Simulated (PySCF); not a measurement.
Computed shifts of a molecule C₂H₈O₃Si, PBE/pcSseg-1 (PySCF), GIAO, gas phase, atoms alike by connectivity averaged where their shifts nearly agree, in ppm (number of nuclei): ¹³C: 69.2 (1), 68.0 (1). ²⁹Si: -17.6 (1). ¹H: 5.36 (1), 3.70 (3), 3.66 (1), 3.33 (1), 3.20 (1), 2.27 (1). References: ¹³C against TMS (σ = 182.0 ppm); ¹⁷O against H2O (σ = 334.3 ppm); ²⁹Si against TMS (σ = 335.4 ppm); ¹H against TMS (σ = 31.49 ppm), references at their B3LYP-D3(BJ)/def2-TZVP geometries, non-relativistic. The structure is a stationary point at B3LYP-D3(BJ)/def2-SVP. Other conformers were not sampled.

Question: Pick the molecule that these values belong to.
A) CO[Si](C)(O)O
B) CC[Si](O)(O)O
C) COC[SiH](O)O
D) OC[SiH](O)CO

Answer: C, COC[SiH](O)O
